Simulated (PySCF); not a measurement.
C₆H₄NO₂ (charge -1).
SMILES with atom numbers: `[CH3:1][O:2]/[CH:3]=[C:4](\[O-:5])[C:6]#[C:7][C:8]#[N:9]` (hydrogens: H10, H11, H12 on C1; H13 on C3)

The geometry is computed with GFN2-xTB (gas phase).

Task: List the bond lengths, angles and torsions at this level.

Result: 
```tsv
bond	length (bohr)	order
C1–O2	2.660	single
O2–C3	2.647	single
C3=C4	2.595	double
C4–O5	2.407	single
C4–C6	2.714	single
C6≡C7	2.312	triple
C7–C8	2.544	single
C8≡N9	2.193	triple
C1–H10, C1–H11, C1–H12	2.070	single
C3–H13	2.043	single
```

Bonds in one row agree within 0.02 bohr and their mean is given. Orders are formal, as drawn. A selection of angles:
```tsv
angle	degrees
O2–C1–H10	107.2
O2–C1–H11	110.8
H10–C1–H11	110.5
H10–C1–H12	109.1
C1–O2–C3	114.7
O2–C3–C4	128.3
O2–C3–H13	110.6
C4–C3–H13	121.0
C3–C4–O5	131.1
C3–C4–C6	111.9
O5–C4–C6	117.0
C4–C6–C7	168.1
C6–C7–C8	174.7
C7–C8–N9	179.3
```

Torsions: C1–O2–C3–C4 -26° (synperiplanar); O2–C3–C4–O5 2° (synperiplanar). The mirror-image conformer, all signs reversed, is as good.

The C–C distances run from 1.223 Å (C6≡C7, drawn triple) to 1.436 Å (C4–C6, drawn single), a spread of 0.213 Å. The 3 C–O bonds span 1.274 Å (C4–O5, drawn single in one of several resonance forms) to 1.408 Å (C1–O2, drawn single), a spread of 0.134 Å. Of the pairs four or more bonds apart, O5···H11 is among the closest relative to their van der Waals radii: 2.06 Å, 76 % of the sum of Bondi's values. C4 (vinylic carbon bearing oxygen) is planar (angles 131.1°, 117.0° and 111.9°, sum 360.0°, 0.00 Å off the plane of its three neighbours). C3 (carbon bonded to C, O and H) is planar (angles 128.3°, 121.0° and 110.6°, sum 359.9°, 0.02 Å off the plane of its three neighbours).

Point group: C1 (no symmetry element, even within 0.4 Å). Stationary, but not proved a minimum.
